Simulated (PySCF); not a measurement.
These are PBE0-D4/def2-TZVP (PySCF 2.14.0) values and carry that method's errors. Gas-phase values, no solvent. Delta-SCF ions had no search for a lower state. 

Reference species (SMILES): `[InH3]` (neutral, multiplicity 1).

HOMO–LUMO gap: 6.28 eV
vertical ionisation energy (Delta-SCF): 10.53 eV
HOMO: -8.17 eV

Changed species: `[CH3][InH2]` (1 of 3 H replaced by CH3; the reference has 0 of 3 H replaced by CH3).

**Question.** What does the change do to the HOMO–LUMO gap, vertical ionisation energy (Delta-SCF) and HOMO?

**Answer.** the HOMO–LUMO gap decreases by 0.26 eV, to 6.02 eV; the vertical ionisation energy (Delta-SCF) decreases by 0.84 eV, to 9.69 eV; the HOMO rises by 0.61 eV, to -7.56 eV.
